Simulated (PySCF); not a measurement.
**Two-component Hartree-Fock for Tc (technetium, neutral)**

Start: [Kr] 4d5 5s2; 4d3/2 filled at m_j = -3/2, -1/2, +1/2, +3/2; 4d5/2 filled at m_j = +5/2. Calculated with PySCF 2.14 in x2c-SVPall-2c with one added diffuse shell each of s, p, d type (7s9p7d1f, 76 functions): generalised Hartree-Fock with the X2C-1e Hamiltonian and a Gaussian nucleus; one run each with spin-orbit coupling (SO) switched off, then screened by Boettger's factors.

| spinor shell | electrons | ε, spin-free (eV) | ε, screened SO (eV) | weight of nominal j (screened SO) | rms radius, screened SO (bohr) |
| --- | --- | --- | --- | --- | --- |
| 1s1/2 | 2 | -21154.9 | -21153.8 | 1.000 | 0.0394 |
| 2s1/2 | 2 | -3094.4 | -3094.1 | 1.000 | 0.162 |
| 2p1/2 | 2 | -2763.4 | -2845.2 | 1.000 | 0.141 |
| 2p3/2 | 4 | -2763.4 | -2725.1 | 1.000 | 0.145 |
| 3s1/2 | 2 | -572.26 | -572.18 | 1.000 | 0.441 |
| 3p1/2 | 2 | -460.42 | -474.62 | 1.000 | 0.439 |
| 3p3/2 | 4 | -460.42 | -453.72 | 1.000 | 0.450 |
| 3d3/2 | 4 | -279.56 | -282.04 | 0.965 | 0.434 |
| 3d5/2 | 6 | -279.56 | -277.83 | 0.976 | 0.437 |
| 4s1/2 | 2 | -89.890 | -89.875 | 1.000 | 1.13 |
| 4p1/2 | 2 | -56.265 | -61.827 | 0.658 | 1.26 |
| 4p3/2 | 4 | -56.265 | -53.542 | 0.829 | 1.27 |
| 4d3/2 | 4 | -14.214 | -14.247 | 0.530 | 1.80 |
| 4d5/2 | 1 | -14.214 | -14.064 | 1.000 | 1.81 |
| 5s1/2 | 2 | -6.659 | -6.659 | 1.000 | 3.88 |

```json
{"quantity": "E (hartree)", "spin-free": "-4282.39420", "screened SO": "-4282.92366"}
{"quantity": "M_J", "spin-free": "5/2", "screened SO": "5/2"}
{"quantity": "⟨J²⟩", "spin-free": "8.792", "screened SO": "8.792"}
{"quantity": "⟨L²⟩", "spin-free": "0.000", "screened SO": "0.018"}
{"quantity": "⟨S²⟩", "spin-free": "8.792", "screened SO": "8.780"}
```

Each row is a mean over spinors that exchange with the open shell spreads, by up to 9.468 eV (4p3/2).

Rows whose weight is well below 1 are mixtures of j = l ± 1/2: exchange outweighs spin-orbit coupling there, and the label is only the starting occupation.

Breit and QED terms are absent; they matter most for the inner s and p1/2 levels.

Densities and radii are taken from the X2C orbitals without a picture-change correction, which distorts them close to the nucleus.

Without spin-orbit coupling the j labels of p, d and f shells carry no meaning; the spin-free column gives the mean over the occupied spinors of each nl shell.
